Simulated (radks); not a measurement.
Results of a calculation; reference values are marked as such.
Problem. The mean radii <r> (bohr) of the occupied orbitals of an atom or ion are listed with their occupations. Level of theory: scalar-relativistic Kohn-Sham, PBE, spin-polarised, spherical densities, finite nucleus; Fermi nuclear charge, rms radius of each element as measured or else 0.836 A^(1/3) + 0.57 fm (a radial shooting solver on a logarithmic mesh with Libxc functionals).

orbital  occ.      <r>
1s up       1  0.02074
1s down     1  0.02073
2s up       1  0.08714
2s down     1  0.08712
2p up       3  0.07704
2p down     3  0.07704
3s up       1   0.2116
3s down     1   0.2118
3p up       3   0.2067
3p down     1   0.2069

Name the element and its charge. Open shells, if any, are filled with parallel spins first.

Solution. Z = 67, holmium, charge +51: Ho51+ in [Ne] 3s2 3p4. The 1s radius gives Z: for a bare nucleus <r> = (2 gamma + 1)/(2Z) with gamma = sqrt(1 - (Z/c)^2), 0.02048 bohr for Z = 67, and screening makes it slightly larger (0.02074 here). The occupations add up to 16, and the charge is Z minus that.
